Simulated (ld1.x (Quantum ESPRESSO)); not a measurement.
Configuration tests for chlorine (Cl) (PAW)

ld1.x (Quantum ESPRESSO) 7.5 input, shortened:

```
&input
   title='Cl', zed=17., rel=1, dft='PBE', iswitch=3,
   config='[Ne] 3s2 3p3'
 /
 &inputp
   pseudotype=3, lpaw=.true., tm=.true., lloc=-2, rcloc=0.85,
   nlcc=.true., new_core_ps=.true., rcore=0.95,
   which_augfun='PSQ', rmatch_augfun_nc=.true.
 /
4
3S  1  0   2.00   0.00  1.25  1.35  0.0
3S  1  0   0.00  -0.05  1.25  1.35  0.0
3P  2  1   3.00   0.00  0.80  0.98  0.0
3P  2  1   0.00  -1.30  0.80  0.98  0.0
 &test
   configts(1)='3s2 3p3'
 /
```

Energies are relative to the spin-unpolarised reference configuration 3s2 3p3; without spin polarisation the order of configurations can differ from experiment.

```csv
valence configuration,charge,ΔE all-electron (eV),error AE − PS (meV)
3s2 3p2,+3,38.307,-8.9
3s2 3p1,+4,90.550,-43
3s1 3p6,0,-27.169,-2.3
3s2 3p4.5,+0.5,-33.740,-1.5
3s2 3p5.3,-0.3,-41.460,-2.5
```

What are ΔE and the potential's error for 3s2 3p4?

ΔE = -25.447 eV all-electron; the error (AE − PS) is -0.5 meV.

What are ΔE and the potential's error for 3s2 3p5?

ΔE = -39.322 eV all-electron; the error (AE − PS) is -2.3 meV.

Note: ghost state, extra bound levels that the all-electron valence spectrum of the same l lacks: p at -118.2 eV. A true bound ghost makes a file unfit for plane-wave use.
